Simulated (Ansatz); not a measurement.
Consider the formal exchange of groups at a C–Sn bond: `[CH3][SnH]([F])[SH]` + `S[SiH2]Cl` → `C[SiH](S)Cl` + `[F][SnH2][SH]`.

Computed with Ansatz on PBE0-D4/def2-TZVP structures; ΔE is electronic, products minus reactants. CCSD(T)/CBS is the MP2 limit (def2-TZVPP, def2-QZVPP) plus CCSD(T) − MP2 in def2-TZVPP, frozen cores. DFT in def2-TZVPP. def2 core potentials past Kr. For Sn outer-core shells are correlated without core-valence functions, which leaves a few kJ/mol of doubt a bond. Each species was taken in one conformer, which may not be the lowest.

```
              species  r2SCAN0 energy (Eh)
`[CH3][SnH]([F])[SH]`           -753.52181
          `S[SiH2]Cl`          -1149.70743
        `C[SiH](S)Cl`          -1189.02868
      `[F][SnH2][SH]`           -714.20743
```

Problem. Work out ΔE.

Solution. ΔE = (-1189.02868) + (-714.20743) − (-753.52181) − (-1149.70743) = -0.00687 Eh = -18.0 kJ/mol. CCSD(T)/CBS gives -9.5 kJ/mol.

Largest T1 diagnostic among the species: 0.013.

At CCSD(T), def2-SVP lies −7.0 kJ/mol from the extrapolated value and def2-TZVPP −2.2 kJ/mol. From BLYP to BHLYP (50 % exact exchange), in def2-TZVPP and without D4, ΔE moves by −4.5 kJ/mol.
